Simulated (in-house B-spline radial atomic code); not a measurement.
A fraction x of an electron is moved 3p → 4p in As III (As2+), starting from [Ar] 3d10 4s2 4p1 and keeping the highest spin. Method: non-relativistic LC-wPBE, spin-polarised, spherical fractional occupations, point nucleus. Calculated with a radial B-spline atomic code at the basis-set limit.

Caution: exact exchange at fractional occupations of open shells leaves self-interaction of up to several eV.

| x | E(x) - E(0) (eV) | 3p down level (eV) | 4p up level (eV) |
| --- | --- | --- | --- |
| 0 | 0.0000 | -159.811 | -22.069 |
| 0.125 | 17.2360 | -160.805 | -22.773 |
| 0.25 | ? | ? | ? |
| 0.375 | 51.8149 | -162.773 | -24.178 |
| 0.5 | 69.1565 | -163.746 | -24.880 |
| 0.625 | 86.5315 | -164.713 | -25.581 |
| 0.75 | 103.9393 | -165.673 | -26.282 |
| 0.875 | ? | ? | ? |
| 1 | 138.8499 | -167.572 | -27.682 |

Q: What belongs in the row x = 0.25?

A: An energy change of 34.5079 eV; 3p down at -161.793 eV, 4p up at -23.476 eV.

Q: What belongs in the row x = 0.875?

A: An energy change of 121.3790 eV; 3p down at -166.626 eV, 4p up at -26.982 eV.

Q: Check Janak's theorem between x = 0.375 and 0.5.

A: The slope of the energy is 138.73 eV; the orbital levels give 138.73 eV (ε of the receiving orbital less ε of the emptying one, averaged over the two points).
